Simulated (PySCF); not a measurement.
Species: C₅H₇F₃O.
Z-matrix (Å and degrees, PBE0-D3(BJ)/def2-SVP geometry), rows numbered from 1:
```
C 
C   1  1.5195
C   2  1.5173  1  112.54
C   3  1.5005  2  113.81  1  -179.68
O   4  1.1993  3  125.67  2     0.25
C   4  1.5473  3  115.01  2  -179.42
F   6  1.3374  4  109.71  3    61.04
F   6  1.3179  4  111.92  3  -178.19
F   6  1.3373  4  110.07  3   -57.22
H   1  1.1019  2  111.43  3   -59.92
H   1  1.1018  2  111.43  3    59.97
H   1  1.0998  2  111.32  3  -179.96
H   2  1.1019  1  110.45  3  -121.94
H   2  1.1020  1  110.42  3   121.93
H   3  1.1055  2  111.71  1    58.63
H   3  1.1054  2  111.72  1   -57.96
```

Method used: TDDFT CAM-B3LYP/def2-SVPD, vertical, gas phase, core orbitals frozen in the response (PySCF 2.14.0, density-fitted response routines).

Frontier orbitals with the atoms that hold most of them (Löwdin shares over 4%, at most four atoms; ? is withheld):

```csv
orbital,ε (eV),atoms
LUMO+2,1.65,"C1 16%, C6 13%, H12 10%, F9 9%"
LUMO+1,1.04,"C1 15%, C3 13%, C4 10%, C2 10%"
LUMO,-0.40,?
HOMO,?,?
HOMO-1,-11.22,"C2 28%, C1 17%, H14 12%, H13 12%"
HOMO-2,-11.63,"C2 24%, C1 22%, C3 16%, H12 9%"
HOMO-3,-12.21,"C1 33%, C2 30%, O5 8%, H12 7%"
```

Task: Which atoms hold the HOMO, and with what shares?

Result: O5 (bonded to C) 55%; C4 (bonded to 2 C and O) 12%; C3 (bonded to 2 C and 2 H) 10%; C6 (bonded to C and 3 F) 9%. By element: oxygen 55%, carbon 31% or more.

Task: Give the leading atoms of the LUMO.

Result: C4 (bonded to 2 C and O) 38%; O5 (bonded to C) 36%; C3 (bonded to 2 C and 2 H) 7%; C6 (bonded to C and 3 F) 5%. By element: carbon 50% or more, oxygen 36%.

Task: What is the HOMO energy, and the HOMO–LUMO gap?

Result: ε(HOMO) = -9.83 eV; the gap is 9.43 eV (0.3465 hartree).

Task: The HOMO–LUMO gap is 9.43 eV. Where does the response calculation put the lowest singlet, and from which orbitals?

Result: S1 is at 4.38 eV (f = 0.0001), 5.05 eV below the gap, made of HOMO→LUMO (97%). Without the coupling terms of the response equations the lowest excitation would equal the gap.

Task: One configuration dominates each of S1, S2, S3 and S4. Which, and how do the shares of the two leading atoms of either orbital change from the occupied to the empty one?

Result: 
- S1 (4.38 eV, f 0.0001), HOMO→LUMO (97%): O5 55% → 36%, C4 12% → 38%; low, almost dark, from the terminal oxygen into the C=O bond, the pattern of n→π*
- S2 (7.79 eV, f 0.038), HOMO-1→LUMO (92%): C2 28% → at most 6%, C1 17% → at most 6%, C4 at most 12% → 38%, O5 at most 12% → 36%
- S3 (7.87 eV, f 0.0017), HOMO-2→LUMO (75%): C2 24% → at most 6%, C1 22% → at most 6%, C4 at most 10% → 38%, O5 at most 10% → 36%
- S4 (7.93 eV, f 0.014), HOMO→LUMO+1 (76%): O5 55% → at most 10%, C4 12% → 10%, C1 at most 9% → 15%, C3 10% → 13%

One conformer stands for the species.
